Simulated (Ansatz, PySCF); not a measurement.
Complex: NH3 (SMILES N) (first 4 atoms) with CH4O (SMILES CO); geometry from B3LYP-D3(BJ)/def2-TZVP.
(charge 0, multiplicity 1):
```xyz
10

N      0.0224    -0.1236     0.0761
H     -0.3449    -0.9589    -0.3657
H     -0.3594     0.6772    -0.4145
H      1.0265    -0.1189    -0.0626
C      0.3185     0.0143     3.6751
O     -0.8332    -0.0552     2.8639
H      0.9751    -0.8574     3.5490
H     -0.0073     0.0398     4.7159
H      0.9125     0.9188     3.4858
H     -0.5492    -0.0777     1.9298
```

Basis-set superposition error: the interaction energy with monomers in their own basis, and in the dimer's basis (counterpoise).

Codes used: Ansatz (Gaussian basis) for Hartree–Fock, density functionals and correlated methods; PySCF for 6-31G* rows. Values without a source in brackets are computed.

```
level                uncorrected (kJ/mol)  counterpoise (kJ/mol)  difference
-------------------  --------------------  ---------------------  ----------
HF/aug-cc-pVDZ                      -19.9                  -18.1         1.8
SVWN5/def2-TZVPPD                   -45.5                  -44.6         0.9
r2SCAN/def2-TZVPPD                  -30.3                  -29.7         0.6
B97M-V/def2-TZVPPD                  -29.3                  -28.7         0.5
PBE0/def2-TZVPPD                    -29.6                  -29.0         0.6
wB97X-V/def2-TZVPPD                 -29.5                  -29.0         0.6
wB97M-V/def2-TZVPPD                 -29.5                  -28.8         0.7
B2PLYP/def2-TZVPPD                  -27.8                  -26.6         1.2
MP2/6-31G*                          -38.5                  -29.8         8.7
CCSD/aug-cc-pVDZ                    -28.8                  -23.7         5.1
```

The error is largest for MP2/6-31G* (8.7 kJ/mol) and smallest for B97M-V/def2-TZVPPD (0.5 kJ/mol).

Ansatz is an electronic-structure program.
